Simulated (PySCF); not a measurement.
(3Z)-hexa-1,3-dien-5-yne (C6H6), SMILES C#C/C=C\C=C. Atoms are numbered in the order given.

```xyz
12

C     -0.8625     2.5716     0.0000
C      0.0081     1.7228     0.0000
C      1.0501     0.7559     0.0000
C      0.8645    -0.5885     0.0000
C     -0.4237    -1.2553     0.0000
C     -0.5727    -2.5916     0.0000
H     -1.6332     3.3187     0.0000
H      2.0733     1.1465     0.0000
H      1.7537    -1.2274     0.0000
H     -1.3082    -0.6094     0.0000
H      0.2933    -3.2613     0.0000
H     -1.5613    -3.0566     0.0000
```
Charge 0, spin multiplicity 1.

The structure is a stationary point at B3LYP-D3(BJ)/def2-SVP. Other conformers were not sampled.

Method: B3LYP-D3(BJ)/def2-SVP run with PySCF.

Harmonic, unscaled wavenumbers; measured fundamentals usually lie a few per cent lower.

Computed normal modes with their intensities:
```csv
mode,ν (cm⁻¹),IR (km/mol),Raman (Å⁴/amu),depolarisation,moving atoms (share of kinetic energy)
1,128,0.0,18.1,0.61,"C 81 %, H 19 %"
2,144,0.5,4.2,0.75,"C 56 %, H 44 %"
3,273,1.0,0.2,0.75,"C 71 %, H 29 %"
4,306,8.3,4.9,0.58,"C 74 %, H 26 %"
5,429,1.2,7.8,0.16,"C 80 %, H 20 %"
6,482,15.8,8.3,0.75,"C 51 %, H 49 %"
7,661,34.1,6.6,0.75,"H 77 %, C 23 %"
8,697,35.8,0.9,0.75,"H 76 %, C 24 %"
9,697,10.4,11.1,0.75,"H 54 %, C 46 %"
10,713,1.8,2.7,0.67,"C 85 %, H 15 %"
11,810,8.9,7.3,0.75,"H 65 %, C 35 %"
12,903,0.5,2.5,0.75,"C 65 %, H 35 %"
13,939,39.4,2.7,0.75,"H 73 %, C 27 %"
14,988,9.2,2.0,0.72,"C 52 %, H 48 %"
15,994,0.2,8.1,0.75,"H 70 %, C 30 %"
16,1046,10.7,0.5,0.75,"H 89 %, C 11 %"
17,1157,0.1,3.7,0.66,"H 61 %, C 39 %"
18,1253,0.6,149.9,0.41,"H 77 %, C 23 %"
19,1303,2.9,27.6,0.34,"H 75 %, C 25 %"
20,1379,0.7,23.3,0.39,"H 72 %, C 28 %"
21,1453,5.9,27.3,0.60,"H 68 %, C 32 %"
22,1639,4.3,132.8,0.27,"C 90 %, H 10 %"
23,1701,0.3,637.4,0.26,"C 87 %, H 13 %"
24,2200,2.2,589.3,0.28,"C 91 %, H 9 %"
25,3137,4.3,92.8,0.11,H 95 %
26,3151,0.1,48.8,0.75,H 92 %
27,3163,1.2,135.4,0.18,"H 92 %, C 8 %"
28,3171,12.6,94.9,0.19,"H 91 %, C 9 %"
29,3238,7.0,107.2,0.68,"H 89 %, C 11 %"
30,3471,89.7,31.7,0.29,"H 86 %, C 14 %"
```
